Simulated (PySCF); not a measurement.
Worked example: oscillator strength and radiative lifetime

Si(F)(Cl)(OH)(OMe) (CH₄ClFO₂Si), SMILES [Si](Cl)(O)(F)OC.

Geometry: PBE0-D3(BJ)/def2-SVP. Other conformers were not sampled.

TDA-PBE/def2-SVPD (PySCF) puts the first singlet state with f over 0.02 at 7.19 eV (vertical), with the transition dipole (0.100, -0.047, 0.327) in atomic units.

Find the oscillator strength, the wavelength and the radiative lifetime that this transition would have in vacuum if emission retraced absorption.


|μ|² = 0.1191 au, so |μ| = 0.88 D. ΔE = 7.19/27.211 = 0.2642 hartree. f = (2/3) ΔE |μ|² = 0.021 (the program prints 0.021).
λ = 1239.84/7.19 = 172 nm; ν = 57991 cm⁻¹.
Einstein's coefficient A = 0.6670 ν² f s⁻¹ (ν in cm⁻¹) = 4.7e7 s⁻¹, so τ = 1/A = 21 ns. This state is S3; the lower singlets have f = 0.001, 0.019. The figure is the radiative limit of this one transition; relaxation, internal conversion, crossing to triplets and a medium change what is measured.
